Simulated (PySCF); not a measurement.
# A parent and its derivatives

Computed, not measured: TDDFT CAM-B3LYP/def2-SVPD, vertical, gas phase, core orbitals frozen in the response (PySCF). Geometries: GFN2-xTB; one conformer of each isolated species. Triplets are in the Tamm–Dancoff approximation.

Parent: `[SiH3][C@@H]1C[SiH2]1`, with lowest singlet excitation energy 6.25 eV, S1–T1 gap 1.34 eV, LUMO energy 0.95 eV, HOMO energy -8.18 eV. Its spectrum: 198 nm (f 0.105); 196 nm (f 0.156); 181 nm (f 0.040); 175 nm (f 0.014); 174 nm (f 0.006).

Question: How do these changes move the values? H on C replaced by OSiH3 (`[SiH3]O[C@]1([SiH3])C[SiH2]1`); H on C replaced by OCHF2 (`FC(F)O[C@]1([SiH3])C[SiH2]1`); H on C replaced by Cl (`[SiH3][C@]1(Cl)C[SiH2]1`); H on C replaced by vinyl (`C=C[C@]1([SiH3])C[SiH2]1`); H on C replaced by NHCHO (`O=CN[C@]1([SiH3])C[SiH2]1`); H on C replaced by CH2F (`FC[C@@]1([SiH3])C[SiH2]1`).

Answer: 

```
                  change                        SMILES  Δ S1 (eV)  Δ S1−T1 (eV)  Δ LUMO (eV)  Δ HOMO (eV)
H on C replaced by OSiH3  [SiH3]O[C@]1([SiH3])C[SiH2]1      -0.70         -0.22        -0.16        +0.51
H on C replaced by OCHF2   FC(F)O[C@]1([SiH3])C[SiH2]1      -0.15         -0.05        -0.49        -0.34
   H on C replaced by Cl       [SiH3][C@]1(Cl)C[SiH2]1      -0.68         -0.41        -0.39         0.00
H on C replaced by vinyl      C=C[C@]1([SiH3])C[SiH2]1      -0.90         +0.15        -0.42        +0.65
H on C replaced by NHCHO     O=CN[C@]1([SiH3])C[SiH2]1      -0.67         -0.15        -0.32        +0.39
 H on C replaced by CH2F      FC[C@@]1([SiH3])C[SiH2]1      -0.05         +0.02        -0.15        -0.04
```

S1 falls most with H on C replaced by vinyl (-0.90 eV); all changes lower it. S1 is simply the lowest singlet of each species and needn't be the same kind of state throughout. Over these 6 changes the shifts of S1 and of the HOMO–LUMO gap correlate with r = 0.91.
